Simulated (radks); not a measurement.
Q: Coherent X-ray form factor from a spherical all-electron density. Method: scalar-relativistic Kohn-Sham, SCAN, spin-unpolarised, spherical densities, finite nucleus; meta-GGA in the generalised Kohn-Sham scheme; Fermi nuclear charge, rms radius of each element as measured or else 0.836 A^(1/3) + 0.57 fm; computed with a radial shooting solver on a logarithmic mesh with Libxc functionals.

| sin(theta)/lambda (1/angstrom) | f0 (electrons) |
|---|---|
| 0.05 | 21.799 |
| 0.1 | 21.215 |
| 0.15 | 20.306 |
| 0.2 | 19.152 |
| 0.25 | 17.845 |
| 0.3 | 16.472 |
| 0.4 | 13.809 |
| 0.5 | 11.546 |
| 0.6 | 9.808 |
| 0.8 | 7.668 |
| 1 | 6.549 |
| 1.25 | 5.601 |
| 1.5 | 4.736 |
| 2 | 3.206 |

The species is in the configuration that NIST lists as its ground one. Which atom or ion scatters so?

A: The iron ion Fe4+, [Ar] 3d4. Extrapolating in s^2 from the first two rows gives f0(0) = 22.0, near the electron count 22; among species with that count, the fall with angle is slower the higher Z, and the table is that of Z = 26; from so few rows the species is fixed only to a neighbour or two.
